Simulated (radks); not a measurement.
Initial-state core-level shifts of neutral indium when its valence configuration changes from [Kr] 4d10 5s2 5p1. Method: Dirac Kohn-Sham, PBE, spin-unpolarised, spherical densities, finite nucleus; open shells are shared between the two j in proportion to 2j + 1; Fermi nuclear charge, rms radius 4.6156 fm; computed with a radial shooting solver on a logarithmic mesh with Libxc functionals. Shifts are changes of the shell-averaged eigenvalues in eV (positive: less bound); the change of the density at the nucleus, which sets a Mossbauer isomer shift, is in e/bohr^3, on a base of 1.748e+05.

valence                2p       3s       3d       4p  density at nucleus
4d10 5s1.5 5p1.5   -0.841   -0.850   -0.848   -0.861              -13.57
4d8 5s2 5p3       -15.381  -14.966  -15.065  -12.751              +34.86
4d10 5s1 5p2       -1.636   -1.656   -1.652   -1.676              -27.99
4d9 5s2 5p2        -7.559   -7.390   -7.432   -6.412              +16.94
4d9.5 5s1.5 5p2    -4.537   -4.471   -4.489   -4.019               -6.66
4d10 5p3           -3.125   -3.167   -3.159   -3.205              -59.06
4d9.5 5s0.5 5p3    -6.013   -5.968   -5.982   -5.523              -38.91
4d8.5 5s1.5 5p3   -12.146  -11.873  -11.941  -10.302               +8.02
4d9.5 5s2 5p1.5    -3.752   -3.676   -3.696   -3.220               +8.36
